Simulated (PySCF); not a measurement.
C3H3N2, SMILES [c]1cn[nH]c1, multiplicity 2.

Geometry optimised at B3LYP-D3(BJ)/def2-SVP. The isomer is the one that the SMILES or the coordinates give; other isomers of the formula were not compared.

Calculation: TDA-LC-ωPBE/def2-SVPD (PySCF).

Vertical excitations. The molecule is in vacuum.

| state | energy (eV) | λ (nm) | f | main pairs |
|---|---|---|---|---|
| root 1 | 2.34 | 530 | 0.003 | β HOMO→LUMO 90 % |
| root 2 | 4.02 | 308 | 0.000 | β HOMO−1→LUMO 93 % |
| root 3 | 4.53 | 274 | 0.000 | α HOMO→LUMO 43 %, β HOMO→LUMO+1 30 %, β HOMO−1→LUMO+1 17 % |
| root 4 | 5.24 | 236 | 0.003 | α HOMO−1→LUMO 37 %, β HOMO−1→LUMO+1 30 %, β HOMO→LUMO+1 23 % |
| root 5 | 5.43 | 228 | 0.007 | β HOMO−2→LUMO 81 % |
| root 6 | 5.96 | 208 | 0.000 | α HOMO−2→LUMO 47 %, β HOMO−2→LUMO+1 36 % |
| root 7 | 6.56 | 189 | 0.003 | α HOMO→LUMO+4 35 %, α HOMO−1→LUMO+4 11 %, β HOMO→LUMO+5 40 % |
| root 8 | 6.77 | 183 | 0.009 | α HOMO−2→LUMO 46 %, β HOMO−2→LUMO+1 48 % |
| root 9 | 6.98 | 178 | 0.019 | α HOMO−1→LUMO+4 25 %, α HOMO−1→LUMO 24 %, α HOMO→LUMO+4 20 %, β HOMO−1→LUMO+5 11 %, β HOMO→LUMO+1 10 % |
| root 10 | 7.24 | 171 | 0.058 | α HOMO−1→LUMO 12 %, β HOMO−3→LUMO 49 %, β HOMO−1→LUMO+1 8 % |
Unrestricted roots are not spin-pure.
